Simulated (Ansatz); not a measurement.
**Molecular dynamics of FH₇O₂Si₃**

Input file:

```yaml
crystal:
  periodic: [false, false, false]
  atoms:
    - { symbol: Si, position_ang: [0.099174, -0.011285, 0.185263] }
    - { symbol: H, position_ang: [0.06766, 0.887331, 1.366867] }
    - { symbol: O, position_ang: [1.645593, -0.150958, -0.369131] }
    - { symbol: Si, position_ang: [2.614768, -1.324772, -1.093859] }
    - { symbol: H, position_ang: [1.906314, -1.946389, -2.265705] }
    - { symbol: H, position_ang: [3.865503, -0.642213, -1.559643] }
    - { symbol: H, position_ang: [2.960844, -2.395348, -0.097443] }
    - { symbol: F, position_ang: [-0.833301, 0.643779, -0.980117] }
    - { symbol: O, position_ang: [-0.486239, -1.518401, 0.524977] }
    - { symbol: Si, position_ang: [-1.832593, -2.51593, 0.64479] }
    - { symbol: H, position_ang: [-2.187915, -2.694971, 2.093959] }
    - { symbol: H, position_ang: [-2.998779, -1.914722, -0.089277] }
    - { symbol: H, position_ang: [-1.484928, -3.847723, 0.04642] }
basis:
  gaussian: { orbitals: def2-SVP }
hamiltonian:
  xc: pbe
  dispersion: d4
md:
  timestep: 0.5
  n_steps: 100
  ensemble: nve
  temperature: 700.0
  initial_velocities: maxwell_boltzmann
  seed: 51937
  masses: [{ species: H, mass: 3.016 }]
```

Launched with:

```bash
$ ansatz run input.yaml --threads 4 --pin off --max-ram 5120MiB --backend cpu --events-out ev --progress --plain --runs-dir out
```

It starts from a relaxed structure.

Output, in part (one step line in 4, the closing report, with atoms numbered from 0):

```
md step     0: t =     0.00 fs  T =   700.0 K  F+E_penalty+E_count = -30531.47936318 eV  E_kin = 0.995302 eV  conserved = -30530.48406119 eV  (27 SCF iters)
md step     4: t =     2.00 fs  T =   653.0 K  F+E_penalty+E_count = -30531.41236924 eV  E_kin = 0.928513 eV  conserved = -30530.48385666 eV  (30 SCF iters)
md step     8: t =     4.00 fs  T =   545.6 K  F+E_penalty+E_count = -30531.25914394 eV  E_kin = 0.775713 eV  conserved = -30530.48343115 eV  (30 SCF iters)
md step    12: t =     6.00 fs  T =   447.9 K  F+E_penalty+E_count = -30531.12006023 eV  E_kin = 0.636903 eV  conserved = -30530.48315733 eV  (30 SCF iters)
md step    16: t =     8.00 fs  T =   406.0 K  F+E_penalty+E_count = -30531.06047506 eV  E_kin = 0.577236 eV  conserved = -30530.48323938 eV  (30 SCF iters)
md step    20: t =    10.00 fs  T =   408.0 K  F+E_penalty+E_count = -30531.06358557 eV  E_kin = 0.580084 eV  conserved = -30530.48350128 eV  (30 SCF iters)
md step    24: t =    12.00 fs  T =   410.2 K  F+E_penalty+E_count = -30531.06701450 eV  E_kin = 0.583312 eV  conserved = -30530.48370223 eV  (30 SCF iters)
md step    28: t =    14.00 fs  T =   377.6 K  F+E_penalty+E_count = -30531.02062313 eV  E_kin = 0.536886 eV  conserved = -30530.48373668 eV  (30 SCF iters)
md step    32: t =    16.00 fs  T =   305.8 K  F+E_penalty+E_count = -30530.91834713 eV  E_kin = 0.434811 eV  conserved = -30530.48353644 eV  (30 SCF iters)
md step    36: t =    18.00 fs  T =   231.7 K  F+E_penalty+E_count = -30530.81255411 eV  E_kin = 0.329379 eV  conserved = -30530.48317526 eV  (28 SCF iters)
md step    40: t =    20.00 fs  T =   215.4 K  F+E_penalty+E_count = -30530.78923799 eV  E_kin = 0.306226 eV  conserved = -30530.48301241 eV  (24 SCF iters)
md step    44: t =    22.00 fs  T =   282.2 K  F+E_penalty+E_count = -30530.88460579 eV  E_kin = 0.401311 eV  conserved = -30530.48329479 eV  (31 SCF iters)
md step    48: t =    24.00 fs  T =   386.3 K  F+E_penalty+E_count = -30531.03295997 eV  E_kin = 0.549222 eV  conserved = -30530.48373843 eV  (30 SCF iters)
md step    52: t =    26.00 fs  T =   454.2 K  F+E_penalty+E_count = -30531.12975655 eV  E_kin = 0.645839 eV  conserved = -30530.48391762 eV  (30 SCF iters)
md step    56: t =    28.00 fs  T =   454.7 K  F+E_penalty+E_count = -30531.13023056 eV  E_kin = 0.646510 eV  conserved = -30530.48372020 eV  (28 SCF iters)
md step    60: t =    30.00 fs  T =   419.0 K  F+E_penalty+E_count = -30531.07916686 eV  E_kin = 0.595798 eV  conserved = -30530.48336874 eV  (31 SCF iters)
md step    64: t =    32.00 fs  T =   403.9 K  F+E_penalty+E_count = -30531.05749010 eV  E_kin = 0.574256 eV  conserved = -30530.48323381 eV  (31 SCF iters)
md step    68: t =    34.00 fs  T =   432.0 K  F+E_penalty+E_count = -30531.09764636 eV  E_kin = 0.614237 eV  conserved = -30530.48340961 eV  (30 SCF iters)
md step    72: t =    36.00 fs  T =   476.0 K  F+E_penalty+E_count = -30531.16039814 eV  E_kin = 0.676747 eV  conserved = -30530.48365123 eV  (31 SCF iters)
md step    76: t =    38.00 fs  T =   494.4 K  F+E_penalty+E_count = -30531.18679276 eV  E_kin = 0.703016 eV  conserved = -30530.48377726 eV  (31 SCF iters)
md step    80: t =    40.00 fs  T =   464.9 K  F+E_penalty+E_count = -30531.14472507 eV  E_kin = 0.660978 eV  conserved = -30530.48374747 eV  (31 SCF iters)
md step    84: t =    42.00 fs  T =   393.7 K  F+E_penalty+E_count = -30531.04335266 eV  E_kin = 0.559811 eV  conserved = -30530.48354121 eV  (30 SCF iters)
md step    88: t =    44.00 fs  T =   318.2 K  F+E_penalty+E_count = -30530.93571611 eV  E_kin = 0.452471 eV  conserved = -30530.48324501 eV  (31 SCF iters)
md step    92: t =    46.00 fs  T =   287.8 K  F+E_penalty+E_count = -30530.89232021 eV  E_kin = 0.409178 eV  conserved = -30530.48314241 eV  (30 SCF iters)
md step    96: t =    48.00 fs  T =   318.3 K  F+E_penalty+E_count = -30530.93602152 eV  E_kin = 0.452639 eV  conserved = -30530.48338223 eV  (31 SCF iters)
md step   100: t =    50.00 fs  T =   370.8 K  F+E_penalty+E_count = -30531.01090025 eV  E_kin = 0.527186 eV  conserved = -30530.48371428 eV  (28 SCF iters)
Total energy: -30531.01094635 eV, -1121.9939576157 hartree
Atom 0 at     0.081494     0.072444     0.179098 Å, force    -0.708737     0.045191    -0.362152 eV/Å
Atom 1 at     0.003760     0.948532     1.383638 Å, force     0.157136    -0.352095     0.141307 eV/Å
Atom 2 at     1.600603    -0.160894    -0.397702 Å, force     0.293942    -0.556741     0.254288 eV/Å
Atom 3 at     2.531471    -1.404650    -1.070631 Å, force     0.220794     0.319572     0.598184 eV/Å
Atom 4 at     1.805077    -2.256557    -2.036556 Å, force    -0.332771    -0.038240    -0.461057 eV/Å
Atom 5 at     3.589303    -0.552811    -1.724607 Å, force     0.207132    -0.531752     0.029211 eV/Å
Atom 6 at     2.975630    -2.445631    -0.024572 Å, force     0.089843     0.624337    -0.238206 eV/Å
Atom 7 at    -0.603562     1.023459    -0.969959 Å, force    -0.273418    -0.453991     0.159260 eV/Å
Atom 8 at    -0.671017    -1.406467     0.351211 Å, force    -0.230213    -0.698607     0.104713 eV/Å
Atom 9 at    -1.736495    -2.734348     0.669665 Å, force     0.591040     1.678248     0.599985 eV/Å
Atom 10 at    -2.292911    -2.573274     2.042625 Å, force     0.216144    -0.020892     0.438321 eV/Å
Atom 11 at    -2.929240    -2.477553    -0.116958 Å, force    -0.609149    -0.162549    -0.931231 eV/Å
Atom 12 at    -1.205814    -4.131449     0.590431 Å, force     0.378255     0.147519    -0.332624 eV/Å
Dipole moment:     0.045503    -0.453860     0.160028 e Å
```

All steps were run. The conserved energy stayed within 0.081 meV per atom of its start (net change 0.027 meV per atom), so the integration is sound. A run of 0.05 ps of so small a system gives no equilibrium averages.

The same pairs are bonded in the first frame and the last. Pairs count as bonded within 1.25 times the sum of covalent radii (0.12 Å more for H–H).

Last frame:

```xyz
13
Properties=species:S:1:pos:R:3
Si 0.082 0.072 0.179
H 0.004 0.949 1.384
O 1.601 -0.161 -0.398
Si 2.531 -1.405 -1.071
H 1.805 -2.257 -2.037
H 3.589 -0.553 -1.725
H 2.976 -2.446 -0.025
F -0.604 1.024 -0.970
O -0.671 -1.407 0.351
Si -1.736 -2.734 0.670
H -2.293 -2.573 2.043
H -2.929 -2.478 -0.117
H -1.206 -4.131 0.590
```

Run time: 2.9 min on 4 threads of Arm Neoverse V1, on a shared host, peak memory 0.18 GiB.
